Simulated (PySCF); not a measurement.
**Correlation energy of Sc²⁺ (scandium, charge +2)**

[Ar] 4s1, 2S determinant (an excited configuration). Calculation: PySCF 2.14, in x2c-TZVPPall (6s5p4d2f1g, 64 functions); scalar relativity by spin-free X2C-1e. Frozen: [Ne]; 9 electrons correlated.

```
  level  correlation energy (mhartree)
   CCSD                        -212.65
    (T)                          -3.60
CCSD(T)                        -216.25
```

Diagnostics: T1 = 0.0054, D1 = 0.0224, largest double amplitude 0.037.

Cost of the coupled-cluster step: about 8 core-seconds, for 9 correlated electrons.

This basis was not built for core-valence correlation, so the inner-shell part is incomplete.
